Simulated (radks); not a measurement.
Values are calculated unless marked as measured or tabulated.
Ionisation of neutral potassium, [Ar] 4s1, to K+, [Ar], under several functionals. Scalar-relativistic Kohn-Sham, spin-unpolarised, spherical densities, finite nucleus; a radial shooting solver on a logarithmic mesh with Libxc functionals.

| functional | E(K) (hartree) | Exc (hartree) | IE (eV) | -e(HOMO) (eV) | <r> HOMO (bohr) | IE error (eV) |
|---|---|---|---|---|---|---|
| LDA (Slater exchange, Perdew-Wang correlation) | -600.55782 | -31.78255 | 4.404 | 2.428 | 4.902 | +0.063 |
| SOGGA | -601.15389 | -32.39810 | 4.154 | 2.226 | 5.071 | -0.187 |
| exchange-only r2SCAN | -601.53571 | -32.79083 | 3.493 | 1.835 | 5.523 | -0.848 |
| MS2 meta-GGA | -602.28594 | -33.56719 | 4.098 | 2.331 | 5.203 | -0.242 |
| r2SCAN | -602.26821 | -33.53955 | 3.981 | 2.290 | 5.205 | -0.360 |
| B86b exchange with PBE correlation | -602.28250 | -33.55685 | 4.303 | 2.334 | 4.995 | -0.037 |
| exchange-only B88 | -601.51982 | -32.77245 | 3.891 | 1.878 | 5.177 | -0.450 |
| OLYP | -602.35169 | -33.65454 | 4.295 | 2.074 | 5.157 | -0.046 |
| HCTH/407 | -602.41778 | -33.73560 | 4.591 | 2.371 | 5.106 | +0.250 |
| BP86 | -602.35911 | -33.63297 | 4.335 | 2.441 | 4.965 | -0.005 |
| revPBE | -602.20348 | -33.47684 | 4.262 | 2.275 | 5.086 | -0.079 |

NIST Atomic Spectra Database: 4.341 eV (measured). Closest: BP86. The Delta-SCF values span 1.10 eV, the total energies 1.86 hartree. The highest occupied level is 4s. Spin polarisation and multiplet splitting are left out, so open shells lie too high by an amount that depends on their filling.

Beside tabulated values, note that spin-unpolarised runs miss the spin-polarisation part of the exchange energy of open shells.
